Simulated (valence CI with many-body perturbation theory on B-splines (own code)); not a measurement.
Energy levels of Ag⁴¹⁺

Level of theory: configuration interaction combined with many-body perturbation theory (CI+MBPT): four valence electrons over a frozen Dirac-Fock core [He], a basis of 11 s, 11 p, 10 d, 8 f, 5 g, 2 h functions for each j, with the one-electron correlation potential Σ1 (screened to all orders), the two-electron term Σ2, the three-electron term Σ3, Breit, model QED; selected single and double excitations, second order for the rest, scaled by the run's own slope (own B-spline code, finite nucleus).

No measured spectrum was set against this ion. As an estimate, large intervals hold to a few tenths of a per cent, small ones and those within an open d or f shell to about a per cent. Among the levels kept, up to 760 cm⁻¹ of a level comes from second order outside the variational space, and about a tenth of that is noise between levels of different J, which matters for small intervals.

Levels 91 to 135 of 202, with energies above the lowest level, (2s^2 2p1/2^2) J=0. "Leading %" is the weight of the configuration and term that name the level; weights of strongly mixed levels are sums over their largest components and can fall short. In the jj column 3d3/2^4 stands for four electrons in 3d with j = 3/2. Lifetimes count E1, E2, E3, M1 and M2 decay at the calculated energies, and are blank where another channel may lead or the interval is too uncertain; long ones can be off by a factor of two.

```tsv
No.	Configuration	Term	J	E (eV)	Leading %	Lifetime	Second component	Leading jj
91	2s 2p2 3p	3P°	1	4160.2	38	28.8 fs	26 % 2s 2p2 3p 3S°	2s 2p1/2 2p3/2 3p3/2 (92 %)
92	2s 2p2 3p	3P°	0	4160.8	84	588 fs	16 % 2s 2p2 3p 1S°	2s 2p1/2 2p3/2 3p3/2 (98 %)
93	2s 2p2 3p	3D°	2	4161.3	37	29.4 fs	26 % 2s 2p2 3p 1D°	2s 2p1/2 2p3/2 3p3/2 (95 %)
94	2s 2p2 3d	5P	2	4163.3	31	3.43 fs	24 % 2s 2p2 3d 3D	2s 2p1/2 2p3/2 3d3/2 (93 %)
95	2s 2p2 3d	3D	1	4163.4	36	6.04 fs	27 % 2s 2p2 3d 3P	2s 2p1/2 2p3/2 3d5/2 (90 %)
96	2s 2p2 3d	5F	5	4164.0	51	121 ps	49 % 2s 2p2 3d 3G	2s 2p1/2 2p3/2 3d5/2 (97 %)
97	2s 2p2 3d	3F	3	4164.6	38	3.45 fs	29 % 2s 2p2 3d 5D	2s 2p1/2 2p3/2 3d3/2 (57 %)
98	2s 2p2 3d	5P	1	4166.3	47	3.01 fs	21 % 2s 2p2 3d 3P	2s 2p1/2 2p3/2 3d3/2 (90 %)
99	2s 2p2 3p	3P°	1	4166.5	55	261 fs	20 % 2s 2p2 3p 1P°	2s 2p1/2 2p3/2 3p3/2 (94 %)
100	2s 2p2 3d	3D	3	4178.5	40	5.16 fs	16 % 2s 2p2 3s 5P	2s 2p1/2 2p3/2 3d5/2 (60 %)
101	2s 2p2 3d	3F	2	4179.6	36	10.2 fs	34 % 2s 2p2 3d 3P	2s 2p1/2 2p3/2 3d5/2 (74 %)
102	2s 2p2 3d	3F	4	4186.7	53	3.67 fs	28 % 2s 2p2 3d 1G	2s 2p1/2 2p3/2 3d5/2 (80 %)
103	2s 2p2 3s	3D	3	4188.5	33	50.8 fs	32 % 2s 2p2 3s 5P	2s 2p3/2^2 3s (63 %)
104	2s 2p2 3d	3D	1	4189.5	57	4.44 fs	16 % 2s 2p2 3d 3P	2s 2p1/2 2p3/2 3d5/2 (88 %)
105	2s 2p2 3d	3P	0	4193.7	74	4.03 fs	22 % 2s 2p2 3d 1S	2s 2p1/2 2p3/2 3d5/2 (93 %)
106	2s 2p2 3d	3G	3	4196.7	55	44.9 fs	18 % 2s 2p2 3d 1F	2s 2p1/2 2p3/2 3d3/2 (95 %)
107	2s 2p2 3s	3P	2	4200.2	43	24.3 fs	23 % 2s 2p2 3s 1D	2s 2p3/2^2 3s (91 %)
108	2p3 3s	3P°	2	4201.9	39	59.7 fs	32 % 2p3 3s 5S°	2p1/2^2 2p3/2 3s (90 %)
109	2s 2p2 3d	3F	2	4202.3	43	6.97 fs	25 % 2s 2p2 3d 1D	2s 2p1/2 2p3/2 3d3/2 (70 %)
110	2s 2p2 3d	3D	1	4204.1	56	16.3 fs	20 % 2s 2p2 3d 1P	2s 2p1/2 2p3/2 3d3/2 (90 %)
111	2p3 3s	3D°	1	4209.6	26	27.8 fs	26 % 2p3 3s 3S°	2p1/2^2 2p3/2 3s (90 %)
112	2s 2p2 3d	3F	2	4212.6	31	3.07 fs	30 % 2s 2p2 3d 1D	2s 2p1/2 2p3/2 3d3/2 (89 %)
113	2s 2p2 3d	1P	1	4214.6	41	3.34 fs	29 % 2s 2p2 3d 3D	2s 2p1/2 2p3/2 3d3/2 (83 %)
114	2s 2p2 3d	3D	3	4215.8	43	12.8 fs	29 % 2s 2p2 3d 3F	2s 2p1/2 2p3/2 3d5/2 (94 %)
115	2s 2p2 3d	3F	4	4216.7	38	16.5 fs	37 % 2s 2p2 3d 3G	2s 2p1/2 2p3/2 3d5/2 (98 %)
116	2s 2p2 3d	3P	0	4219.2	66	3.58 fs	32 % 2s 2p2 3d 1S	2s 2p1/2 2p3/2 3d3/2 (97 %)
117	2s 2p2 3d	3P	2	4224.3	40	3.06 fs	24 % 2s 2p2 3d 3D	2s 2p1/2 2p3/2 3d5/2 (92 %)
118	2s 2p2 3d	3P	1	4225.4	47	4.27 fs	27 % 2s 2p2 3d 3S	2s 2p1/2 2p3/2 3d5/2 (88 %)
119	2s 2p2 3d	1F	3	4225.9	39	3.51 fs	35 % 2s 2p2 3d 3F	2s 2p1/2 2p3/2 3d5/2 (94 %)
120	2s 2p2 3d	3D	2	4229.1	47	5.02 fs	16 % 2s 2p2 3d 1D	2s 2p1/2 2p3/2 3d5/2 (93 %)
121	2p3 3p	3P	1	4245.0	26	30.2 fs	22 % 2p3 3p 5P	2p1/2^2 2p3/2 3p1/2 (84 %)
122	2s 2p2 3p	3P°	2	4245.3	30	46.6 fs	18 % 2s 2p2 3p 3D°	2s 2p3/2^2 3p1/2 (96 %)
123	2p3 3p	3D	2	4247.8	21	29.3 fs	17 % 2p3 3p 5P	2p1/2^2 2p3/2 3p1/2 (88 %)
124	2s 2p2 3p	3D°	3	4248.7	47	18.8 fs	16 % 2s 2p2 3p 3F°	2s 2p3/2^2 3p1/2 (96 %)
125	2s 2p2 3s	3S	1	4251.1	64	42.6 fs	10 % 2s 2p2 3s 3P	2s 2p3/2^2 3s (89 %)
126	2s 2p2 3s	1P	1	4255.2	45	20.5 fs	25 % 2s 2p2 3s 3P	2s 2p3/2^2 3s (91 %)
127	2s 2p2 3s	3P	2	4256.1	64	109 fs	13 % 2s 2p2 3s 1D	2s 2p3/2^2 3s (92 %)
128	2s 2p2 3s	1S	0	4265.6	71	57.5 fs	28 % 2s 2p2 3s 3P	2s 2p3/2^2 3s (97 %)
129	2s 2p2 3p	3D°	3	4289.2	54	27.2 fs	27 % 2s 2p2 3p 5P°	2s 2p3/2^2 3p3/2 (96 %)
130	2s 2p2 3p	3F°	4	4289.4	50	4.47 ps	49 % 2s 2p2 3p 5D°	2s 2p3/2^2 3p3/2 (97 %)
131	2s 2p2 3p	3P°	1	4294.2	32	13.1 fs	28 % 2s 2p2 3p 1P°	2s 2p3/2^2 3p3/2 (85 %)
132	2p3 3p	3D	3	4299.5	43	18.5 fs	32 % 2p3 3p 5P	2p1/2^2 2p3/2 3p3/2 (96 %)
133	2p3 3p	3P	1	4300.3	37	15.7 fs	21 % 2p3 3p 1P	2p1/2^2 2p3/2 3p3/2 (96 %)
134	2s 2p2 3p	3P°	0	4307.5	80	2.19 ps	10 % 2s 2p2 3p 5D°	2s 2p3/2^2 3p1/2 (96 %)
135	2s 2p2 3p	3P°	1	4308.3	33	22.2 fs	25 % 2s 2p2 3p 3S°	2s 2p3/2^2 3p1/2 (95 %)
```
